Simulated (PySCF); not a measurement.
Al(Me)(OMe)(SH) (C2H7AlOS), SMILES C[O][Al]([CH3])[SH]. Coordinates come from a PBE-D3(BJ)/def2-SVP optimisation. The structure was generated by enumeration; whether it is a known compound was not checked. The values are those of a single conformer.

Problem. Give the equilibrium geometry at PBE-D3(BJ)/def2-SVP (PySCF confirms it by a frequency run) as a Z-matrix. (Estimate from the structure and the level; the computed values follow.)

Solution. One answer among several that fit: 
```
Al
O 1 1.7135
C 2 1.4016 1 136.87
H 3 1.1138 2 110.61 1 120.87
H 3 1.1138 4 107.17 2 -120.67
H 3 1.1159 4 107.41 5 -115.16
C 1 1.9512 2 119.25 3 -179.95
H 7 1.1086 1 110.71 2 -0.56
H 7 1.1099 8 108.11 1 122.25
H 7 1.1100 8 108.08 9 115.57
S 1 2.2106 2 116.53 3 0.04
H 11 1.3631 1 92.46 2 -179.97
```
Charge 0, spin multiplicity 1.
